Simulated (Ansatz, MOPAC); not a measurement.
Reaction (SMILES): C=CC[SiH3] [prop-2-enylsilane] → [CH-]=CC[SiH3] + H+

Wanted: gas-phase deprotonation energy (enthalpy at 298 K), in kcal/mol. Terms: no dispersion term unless named; valence correlation only; PM7 with its own dispersion and hydrogen-bond terms; spin-orbit terms left out; non-relativistic; six Cartesian d functions in 6-31G* and its kin unless marked 5d. Basis-set limits of correlation are two-point, X^-3; Hartree-Fock from the larger set. Ab initio and DFT rows: single points at B3LYP-D3(BJ) geometries (Ansatz, a quantum-chemistry and plane-wave program), with unscaled harmonic terms from B3LYP/6-31G* (Ansatz) at its own minima. Semi-empirical rows: MOPAC heats of formation at their own minima for 298 K, the proton's as measured. Sets without +, aug- or the D of def2-TZVPD hold no diffuse functions, which anions need.

Coupled cluster (Ansatz) is a level with limits of its own, used here on species with T1 under 0.025 (0.045 for open shells) and stable references: CCSD(T)/CBS(aug-cc-pV(T+d)Z,aug-cc-pV(Q+d)Z).

Value to compare with, CCSD(T)/CBS(aug-cc-pV(T+d)Z,aug-cc-pV(Q+d)Z) (Ansatz): 400.6 kcal/mol.

| level | program | gas-phase deprotonation energy (enthalpy at 298 K) (kcal/mol) | difference |
|---|---|---|---|
| PM7 | MOPAC | 410.3 | 9.7 |
| HF/3-21G | Ansatz | 424.9 | 24.3 |
| SVWN5/6-31G* | Ansatz | 408.3 | 7.7 |
| PBE/STO-3G | Ansatz | 512.1 | 111.5 |
| PBE/def2-SVP | Ansatz | 406.9 | 6.3 |
| B3LYP/3-21G | Ansatz | 423.2 | 22.6 |
| B3LYP/def2-TZVPD | Ansatz | 401.0 | 0.4 |

Among the 6 habitual levels, PBE/STO-3G lies farthest from CCSD(T)/CBS(aug-cc-pV(T+d)Z,aug-cc-pV(Q+d)Z) (Ansatz) (111.5 kcal/mol) and PBE/def2-SVP nearest (6.3); 6 of 6 lie above it, and their mean absolute difference is 30.3 kcal/mol, the median 16.1. One case shows no general order.

The levels are drawn from those run, B3LYP/6-31G* more often than the rest, none by its result; left out are runs that failed, that the program found above a lower state of the same kind, or whose <S^2> lies over 0.5 above the pure value.
